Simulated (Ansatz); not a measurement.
The cluster W3S8⁺. Total charge 1; doublet. Geometry PBE0-D4/def2-SVP, that of the neutral singlet; atoms count from 1.

Cartesian coordinates in Å:
```
W -1.848 0.839 0.777
W 1.606 -1.445 0.232
W 0.245 0.692 -1.344
S 0.712 -3.246 0.918
S -2.994 -0.793 1.513
S 1.310 2.434 -1.874
S 0.493 0.503 1.017
S -2.039 0.960 -1.536
S -2.456 2.673 1.661
S 3.678 -1.383 0.698
S 1.292 -1.235 -2.061
```

In the def2 sets W takes a core potential; there is no spin–orbit coupling. The structure comes from a short search, and lower isomers may exist.

(1) Estimate the Mulliken populations from the PBE0/def2-SVP orbitals of Ansatz.

(2) Where does the spin sit?

(3) And the Mayer bond orders between bonded heavy atoms (over 0.3)?

## Answers

(1) 
```
atom  charge (e)  spin (α − β)  d electrons
  W1        0.51         -0.16         4.59
  W2        0.51         -0.16         4.59
  W3        0.60          0.03         4.67
  S4        0.03          0.37            –
  S5        0.03          0.37            –
  S6        0.06          0.00            –
  S7       -0.40          0.00            –
  S8       -0.21          0.07            –
  S9        0.04          0.21            –
 S10        0.04          0.21            –
 S11       -0.21          0.07            –
```
Mulliken values and Mayer orders depend strongly on the basis.

(2) Summed by element: W -0.28, S 1.28, of 1 unpaired in all. Largest on single atoms: S5 0.37, S4 0.37, S9 0.21.

(3) W1–W3 0.37 (2.98 Å); W1–S5 1.98 (2.13 Å); W1–S7 0.73 (2.38 Å); W1–S8 1.04 (2.32 Å); W1–S9 2.05 (2.12 Å); W2–W3 0.36 (2.98 Å); W2–S4 1.98 (2.13 Å); W2–S7 0.73 (2.38 Å); W2–S10 2.05 (2.12 Å); W2–S11 1.04 (2.32 Å); W3–S6 2.21 (2.11 Å); W3–S7 0.72 (2.38 Å); W3–S8 1.06 (2.31 Å); W3–S11 1.06 (2.31 Å).
